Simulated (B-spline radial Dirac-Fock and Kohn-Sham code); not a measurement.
**Zr³⁺: eigenvalues, ΔSCF and the reference**

System: the Zr³⁺ ion, configuration 1s2 2s2 2p6 3s2 3p6 3d10 4s2 4p6 4d1.

The density-functional columns are spherical, spin-unpolarised Dirac-Kohn-Sham results without Breit or QED terms: −ε is minus the orbital energy of the initial state and ΔSCF the difference of two total energies. The reference in the last column comes from ΔSCF Dirac-Fock with Breit, self-energy and vacuum polarisation, finite nucleus, configuration average. All numbers are from a radial B-spline solver, in eV; a selection of levels is shown. For the 1s level of heavy atoms much of the gap between ΔSCF and the reference is the Breit and QED part, -46.4 eV here; for other levels the error of the functional can be larger.

```csv
level,LDA −ε,LDA ΔSCF,PBE −ε,PBE ΔSCF,Dirac-Fock
K,17818.7,18077.4,17844.6,18104.0,18036.6
L1,2493.2,2538.8,2496.2,2541.5,2577.5
L2,2286.4,2342.2,2287.3,2343.0,2347.8
L3,2200.7,2254.4,2201.5,2255.1,2263.3
M1,431.3,448.7,432.3,449.7,473.0
M2,354.2,371.8,354.5,372.1,386.9
M3,340.6,357.8,340.9,358.1,373.0
M4,204.2,222.0,203.9,221.7,221.3
M5,201.7,219.4,201.4,219.1,218.9
N1,81.62,89.92,81.52,89.81,93.70
N2,60.56,68.31,60.41,68.14,67.34
N3,58.69,66.31,58.57,66.18,65.48
"N4,5",28.38,34.38,28.20,34.21,33.34
```

Problem. Order the estimates of the K (1s) level by their distance from the Dirac-Fock value, nearest first.
A. PBE ΔSCF
B. LDA −ε
C. PBE −ε
D. LDA ΔSCF

Solution. D (40.7 eV), A (67.4 eV), C (192.0 eV), B (217.9 eV).

Values without a named source are computed, but for edge energies of neutral atoms, which are taken from tables.
